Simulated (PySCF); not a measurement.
C5H9F, SMILES C[C@H](F)C1CC1. Geometry optimised at PBE-D3(BJ)/def2-SVP. The structure was generated by enumeration; whether it is a known compound was not checked. The values are those of a single conformer.

Computed equilibrium geometry at PBE-D3(BJ)/def2-SVP (PySCF confirms it by a frequency run) as Cartesian coordinates in Å (one conformer of several):
```xyz
15

C      1.8841     0.5745     0.4230
C      0.6213    -0.2712     0.3975
F      0.9692    -1.5764     0.0174
C     -0.4360     0.2515    -0.5422
C     -1.8682    -0.1950    -0.3818
C     -1.4783     1.2193    -0.0271
H      2.6375     0.1308     1.1028
H      2.3246     0.6357    -0.5926
H      1.6578     1.6030     0.7677
H      0.1867    -0.3391     1.4237
H     -0.0734     0.4089    -1.5729
H     -2.0931    -0.8938     0.4398
H     -2.4622    -0.3651    -1.2926
H     -1.4412     1.4935     1.0400
H     -1.7964     2.0392    -0.6889
```
